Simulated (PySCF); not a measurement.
Fill in the blanks.

Compound: CH₁₀O₂Si₃.
InChI=1S/CH10O2Si3/c1-6(4)3-5-2/h2,6H,5H2,1,4H3/t6-/m0/s1

Conformer (atom-mapped SMILES and torsion angles): `[CH3:1][Si@H:2]([SiH3:3])[O:4][SiH2:5][OH:6]`: C1–Si2–O4–Si5 73°, Si2–O4–Si5–O6 -58°, H–O6–Si5–O4 -69°.

```tsv
property	level	value
point group	PBE0-D3(BJ)/def2-SVP	C1
rotational constants A, B, C	PBE0-D3(BJ)/def2-SVP	?
dipole moment	PBE0/def2-SVPD	1.64 D
HOMO energy	PBE0/def2-SVPD	?
LUMO energy	PBE0/def2-SVPD	-0.12 eV
lowest singlet excitation	TDDFT PBE0/def2-SVPD	6.37 eV (195 nm, f = 0.022)
strongest line among the 10 lowest singlet transitions	TDDFT PBE0/def2-SVPD	S6 at 7.61 eV (163 nm, f = 0.259)
lowest triplet excitation (Tamm–Dancoff)	TDA PBE0/def2-SVPD	5.62 eV
static isotropic polarisability	PBE0/def2-SVPD	?
vertical ionisation energy	ΔSCF PBE0/def2-SVPD	9.51 eV
electronic spatial extent ⟨r²⟩ about the centre of nuclear charge	PBE0/def2-SVPD	?
13C chemical shifts (computed TMS as zero) by class	GIAO PBE0/pcSseg-1	2.9 (1 C) ppm
1H chemical shifts (computed TMS as zero) by class	GIAO PBE0/pcSseg-1	5.44 (1 H), 4.90 (1 H), 4.72 (1 H), 3.48 (3 H), 1.86 (1 H), 0.55 (3 H) ppm
isotropic shieldings of nuclei other than C and H, by class	GIAO PBE0/pcSseg-1	?
```

Electronic properties: PySCF, gas phase, density fitting. Geometry: PBE0-D3(BJ)/def2-SVP, one conformer, isolated molecule. NMR classes are plain means over equivalent atoms (diastereotopic ones count apart unless rotation or inversion swaps them), as if these changed places fast; in this geometry the members of some classes differ.

Give the static isotropic polarisability.

101.6 au.

What is the HOMO energy?

-7.71 eV.

Give the isotropic shieldings of nuclei other than C and H, by class.

257 (1 O), 269 (1 O), 350 (1 Si), 382 (1 Si), 463 (1 Si) ppm.

What are the rotational constants A, B, C?

2.342, 1.098, 0.941 GHz.

What is the electronic spatial extent ⟨r²⟩ about the centre of nuclear charge?

1378 bohr².

The principal polarisabilities are 91.4, 102.4 and 110.9 au; their mean is the isotropic value. In atomic units the dipole is 0.64 e·bohr (1 au = 2.5417 D). The rotational constants make it an asymmetric top with κ = (2B − A − C)/(A − C) = -0.78, nearer the prolate limit (−1). No computed singlet falls in the visible range (750 to 380 nm, 1.65 to 3.26 eV); S1 lies 3.11 eV above its blue end. The ΔSCF ionisation energy exceeds −ε(HOMO) by 1.80 eV with PBE0.
